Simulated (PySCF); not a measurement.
Adding and removing an electron: LiZn

ROHF-CCSD(T); Li 6-31G(d,p), Zn 6-31G(d,p); no relativity (PySCF 2.14). Neutral (ROHF): doublet (σ ↑), Re = 2.631 Å, ωe = 274 cm⁻¹, De = 0.30 eV.

LiZn⁺ (RHF): singlet (closed shell), Re = 2.521 Å, ωe = 350 cm⁻¹, De = 0.99 eV to Li⁺ + Zn. The energies at the minima are -1785.19612 hartree for LiZn and -1785.02566 for LiZn⁺.

Question: Work out the adiabatic ionisation energy, without and with harmonic zero-point energies (1 hartree = 27.2114 eV, 1 eV = 8065.5 cm⁻¹), and the change of the bond length.

Answer: At CCSD(T): 0.17046 hartree = 4.638 eV between the minima; the zero-point term (350.0 − 274.0)/2 cm⁻¹ = +0.005 eV makes it 4.643 eV. Re changes by -11.0 pm against the neutral. The electron leaves a σ orbital, and the shorter bond of the ion fits an antibonding orbital, or a change in how ionic the bond is.

Correlated steps freeze 5 core orbitals. Weak bonds: LiZn. Basis-set superposition, not corrected here, can be much of De in a small basis, most of all at correlated wavefunction levels. For an ion De counts to the pair picked by the measured ionisation energies or electron affinities, which need not be the lowest pair at this level. States were picked by a PBE0 search and need not be the measured ground states.
